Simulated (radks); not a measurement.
Results of a calculation; reference values are marked as such.
Spherical quantum dot in the effective-mass picture: electrons in a parabolic well V = omega^2 r^2 / 2 with omega = 0.119, with a point charge +1 (a donor) at the centre, all in effective atomic units (hartree* = m*/eps^2 hartree, bohr* = eps/m* bohr), one dielectric constant everywhere. Level of theory: non-relativistic Kohn-Sham, r2SCAN, spin-polarised, spherical densities, generalised Kohn-Sham scheme (a radial shooting solver with Libxc functionals). Levels are named by radial order and angular momentum (1s, 1p, 1d, 2s, ...), and open shells are averaged over m. Results are scaled to m* = 0.087 and eps = 10.9, for which hartree* = 19.93 meV and bohr* = 6.63 nm.

N = 4, configuration 1s2 1p(up 2, down 0). This is the lowest configuration that the search found. Occupied and some empty levels:

level,occupation,eigenvalue (meV),<r> (nm)
1s up,1,10.783,17.01
1s down,1,10.787,13.35
1p up,2,13.905,33.52
2s up,0,14.462,31.57
1p down,0,15.238,30.26
2s down,0,15.588,30.59
1d up,0,15.926,38.69
1d down,0,17.684,35.57
1f up,0,18.110,42.89
1f down,0,20.338,39.87

Energy (meV): total 13.6093, kinetic 15.335, external -27.684, Hartree 40.815, exchange-correlation -14.858.

Electron density:

r (nm),n(r) (e/nm^3)
3.91,0.0003820
8.11,0.0001274
12.3,0.00005118
16.5,0.00002575
20.7,0.00001630
24.9,0.00001206
29.1,9.191e-06
33.3,6.679e-06
37.5,4.474e-06
41.7,2.701e-06
45.9,1.456e-06
50.1,6.984e-07
54.3,2.981e-07
